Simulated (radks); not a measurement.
I, 53 electrons, occupied as [Kr] 4d10 5s2 5p5 (the NIST ground configuration).

Calculated with a radial shooting solver on a logarithmic mesh with Libxc functionals: scalar-relativistic Kohn-Sham, LDA (Slater exchange, Perdew-Wang correlation), spin-polarised, spherical densities, finite nucleus; open shells are filled with parallel spins first (spin-orbit coupling, left out, can overturn this in heavy ions); Fermi nuclear charge, rms radius 4.75 fm.

Energy parts (hartree):
total: -7110.38429
kinetic: 7461.02134
electron-nucleus: -17209.82111
Hartree: 2813.59948
exchange-correlation: -175.18400

Orbitals (lengths in bohr, moments of r in powers of bohr; <r^-3> diverges for s and p1/2):
orbital  occ.  eigenvalue (hartree)      <r>   <1/r>  <r^-3>
1s up       1             -1210.731  0.02725   56.78       -
1s down     1             -1210.730  0.02725   56.78       -
2s up       1             -187.1014   0.1173   13.01       -
2s down     1             -187.1007   0.1173   13.01       -
2p up       3             -168.0356   0.1025   12.45    5766
2p down     3             -168.0346   0.1025   12.45    5766
3s up       1             -37.74473   0.3146   4.660       -
3s down     1             -37.74360   0.3146   4.660       -
3p up       3             -31.56433   0.3125   4.433    1101
3p down     3             -31.56311   0.3125   4.433    1101
3d up       5             -22.27796   0.2888   4.198   151.9
3d down     5             -22.27681   0.2888   4.198   151.9
4s up       1              -6.62081   0.7402   1.890       -
4s down     1              -6.61837   0.7401   1.890       -
4p up       3              -4.68027   0.7925   1.730   216.9
4p down     3              -4.67756   0.7922   1.730   217.0
4d up       5              -1.85122   0.9231   1.441   22.41
4d down     5              -1.84691   0.9217   1.442   22.46
5s up       1              -0.65766    1.958  0.6678       -
5s down     1              -0.63811    1.958  0.6687       -
5p up       3              -0.27483    2.460  0.5271   20.27
5p down     2              -0.25585    2.482  0.5238   20.05

The highest occupied level is 5p down at -6.962 eV. The electron density at the nucleus is 2.559e+05 e/bohr^3 (large components only). Summed over all electrons, <r^2> = 61.50 bohr^2, which gives a Langevin (diamagnetic) susceptibility term of -48.7 x 10^-6 cm^3/mol. The density falls to 0.001 e/bohr^3 at r = 4.52 bohr. Spin moment in Bohr magnetons: 1. The spin density at the nucleus is -0.5356 e/bohr^3 (1s -0.1151, 2s 0.0251, 3s -0.0019, 4s -0.0149, 5s -0.4288).
